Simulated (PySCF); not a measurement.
Unknowns

- structure optimised with GFN2-xTB
- GIAO PBE0/pcSseg-1 shieldings
- run in PySCF 2.14
- one computed conformer, fast rotation and ring inversion assumed for equivalent nuclei, isolated molecule, non-relativistic Hamiltonian

References, each an isolated molecule treated in the same way: 1H and 13C vs TMS. Splittings of carbon signals by F and P are missing where no couplings were computed. Where no couplings were computed, multiplicities follow the n + 1 count of equivalent neighbours, and m marks all less simple cases (inequivalent or close neighbours, rings, F or P nearby). Shifts are as computed. Against solution values, carbons near 30 ppm lie about +3 ppm off and those near 130 ppm about +5 ppm. Of 1211 compounds with measured shifts, 218 miss one by over three times the rms of a fit or turn the order of signals round; such compounds aren't used in these exercises.

(1) C₅H₃F₃O. 1H NMR (400 MHz, computed): δ 7.20 (m, 1H), 6.80 (m, 1H), 5.97 (m, 1H). 13C{1H} NMR (computed): δ 167.5 (C), 146.1 (C), 120.3 (CH), 115.0 (CH), 92.2 (CH). What is it?

(2) C₄H₈NPSi₂. 1H NMR (400 MHz, computed): δ 9.35 (m, 2H), 4.60 (s, 6H). 13C{1H} NMR (computed): δ 167.6 (C), 162.9 (CH). Identify the compound.

(3) C₇H₁₂FNO. 1H NMR (300 MHz, computed): δ 4.16 (q, 2H), 2.94 (m, 2H), 2.69 (m, 2H), 2.41 (s, 3H), 1.31 (t, 3H). 13C{1H} NMR (computed): δ 151.2, 119.0, 68.3, 50.3, 39.1, 30.7, 18.1. Give a structure.

Results:

(1) `Fc1ccc(C(F)F)o1`. The formula gives 3 degrees of unsaturation (1 ring in the answer). 5 carbon signals for 5 carbons: no two carbons are equivalent. Carbon types of the structure: 2 × C, 3 × CH, which accounts for all hydrogens. δC 167.5: aromatic carbon bearing fluorine; σ withdrawal by the attached heteroatom moves it downfield of the ring CH carbons. δC 146.1: substituted aromatic carbon next to the ring oxygen. δC 120.3, 92.2: aromatic CH. δC 115.0: sp3 CH bonded to 2 F, on an aromatic ring; 2 electronegative neighbours deshield it.

The data come from this structure; uniqueness wasn't tested.

(2) SMILES [SiH3]c1cpcc([SiH3])n1. 2 carbon signals for 4 carbons: some carbons are equivalent by symmetry or fast rotation. Carbon types of the structure: 2 × C, 2 × CH, leaving 6 H on heteroatoms. δC 167.6: substituted aromatic carbon next to a ring nitrogen. δC 162.9: aromatic CH. δH 9.35: hydrogen on an aromatic CH; ring-current deshielding. δH 4.60: hydrogen on a silicon bonded to C.

This is the structure that produced the data.

(3) `CCOC1=C(F)N(C)CC1`. Rings plus π bonds: 2 (1 ring in the answer). 7 carbon signals for 7 carbons: no two carbons are equivalent. Carbon types of the structure: 2 × C, 3 × CH2, 2 × CH3, which accounts for all hydrogens. δC 151.2: alkene carbon bearing nitrogen; an sp2 carbon further deshielded by the attached heteroatom. δC 119.0: alkene carbon bearing oxygen; as expected for a trigonal carbon in a double bond. δC 68.3: sp3 CH2 bonded to O; the inductive effect lowers its shielding. δH 2.41: hydrogen on a methyl carbon bonded to N; its carbon carries N, an electronegative neighbour.

The shifts were computed for this structure.
